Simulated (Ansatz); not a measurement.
`OB(F)[SiH2]S` + `C[O][Cd][F]` → `CO[SiH2]B(O)F` + `[F][Cd][SH]`  (redistribution)

Isolated molecules relaxed with PBE0-D4/def2-TZVP in Ansatz; ΔE leaves out vibrations. CCSD(T)/CBS adds triple-zeta CCSD(T) − MP2 to the extrapolated MP2 energy (def2 sets, frozen cores). DFT in def2-TZVPP. B3LYP here is the variant with VWN-RPA as its local correlation; programs differ in this. def2 core potentials past Kr. For Cd outer-core shells are correlated without core-valence functions, which leaves a few kJ/mol of doubt a bond. One conformer a species, not always the lowest.

CCSD(T)/CBS gives -1.42 eV.

Task: Another level gave -1.35 eV. Which?
A. HF/def2-TZVPP
B. PBE-D4/def2-TZVPP
C. B3LYP/def2-TZVPP
D. r2SCAN-D4/def2-TZVPP

Result: D. r2SCAN-D4 -1.35, B3LYP -1.40, PBE-D4 -1.25, HF/def2-TZVPP -1.61 eV.

Largest T1 diagnostic among the species: 0.018.

From PBE to PBE0 (25 % exact exchange), in def2-TZVPP and without D4, ΔE moves by −0.12 eV. In def2-TZVPP, CCSD(T) changes the Hartree–Fock value by +0.23 eV (the triples alone add +0.04 eV) and MP2 by +0.20 eV.
